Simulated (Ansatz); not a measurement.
`Cl[Si](Cl)(Cl)[GeH3]` + `[NH2][Ge][F]` → `F[Si](Cl)(Cl)[GeH3]` + `[NH2][Ge][Cl]`  (redistribution)

Isolated molecules relaxed with PBE0-D4/def2-TZVP in Ansatz; ΔE leaves out vibrations. CCSD(T)/CBS is the MP2 limit (def2-TZVPP, def2-QZVPP) plus CCSD(T) − MP2 in def2-TZVPP, frozen cores. Functionals use def2-TZVPP. HSE06 is defined as in plane-wave codes. For Ge outer-core shells are correlated without core-valence functions, which leaves a few kJ/mol of doubt a bond. Scalar relativity is left out up to krypton. One conformer a species, not always the lowest.

```json
{"level": "revPBE-D4", "ΔE (kcal/mol)": "-11.3", "difference from CCSD(T)/CBS": "1.8"}
{"level": "r2SCANh-D4", "ΔE (kcal/mol)": "-13.2", "difference from CCSD(T)/CBS": "-0.1"}
{"level": "HSE06-D4", "ΔE (kcal/mol)": "-12.5", "difference from CCSD(T)/CBS": "0.6"}
{"level": "BHLYP-D4", "ΔE (kcal/mol)": "-13.9", "difference from CCSD(T)/CBS": "-0.8"}
{"level": "PBE0", "ΔE (kcal/mol)": "-12.9", "difference from CCSD(T)/CBS": "0.2"}
{"level": "CCSD(T)/def2-SVP", "ΔE (kcal/mol)": "-10.1", "difference from CCSD(T)/CBS": "3.0"}
{"level": "HF/def2-TZVPP", "ΔE (kcal/mol)": "-15.7", "difference from CCSD(T)/CBS": "-2.6"}
{"level": "MP2/def2-TZVPP", "ΔE (kcal/mol)": "-12.3", "difference from CCSD(T)/CBS": "0.8"}
{"level": "HF/def2-QZVPP", "ΔE (kcal/mol)": "-15.7", "difference from CCSD(T)/CBS": "-2.6"}
{"level": "MP2/def2-QZVPP", "ΔE (kcal/mol)": "-12.2", "difference from CCSD(T)/CBS": "0.9"}
{"level": "CCSD(T)/CBS", "ΔE (kcal/mol)": "-13.1", "difference from CCSD(T)/CBS": "0"}
```

Largest T1 diagnostic among the species: 0.014.

From PBE to PBE0 (25 % exact exchange), in def2-TZVPP and without D4, ΔE moves by −0.8 kcal/mol. Leaving LDA and LC-ωPBE aside and taking each functional with its dispersion term where it has one, the values spread over 2.6 kcal/mol, from BHLYP-D4 to revPBE-D4. The D4 term adds +0.8 kcal/mol with B3LYP and +0.5 kcal/mol with PBE0; it sums over pairs of atoms, weighted by their polarisabilities, and B3LYP, whose exchange is more repulsive, gets the larger term.

B3LYP here is the variant with VWN-RPA as its local correlation; programs differ in this.
